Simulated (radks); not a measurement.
Task: These are the eigenvalues of the occupied orbitals of an atom or ion with whole-number occupations (eV). Method: scalar-relativistic Kohn-Sham, PBE, spin-unpolarised, spherical densities, point nucleus; computed with a radial shooting solver on a logarithmic mesh with Libxc functionals.

orbital  eigenvalue
1s        -14486.33
2s        -2191.714
2p        -1976.375
3s        -557.1048
3p        -487.5195
3d        -375.1631

Which element is it, and in what charge state? The configuration may be excited.

Result: Z = 36, krypton, charge +12: Kr12+ in [Ar] 3d6. The list shows which subshells hold electrons but not how many an open one holds; the 1s level, -532.36 hartree, gives Z - s = 32.6 by -(Z - s)^2/2, which with screening and relativity narrows Z to a few neighbours, and the depths of the outer levels then fix element, charge and occupations together.
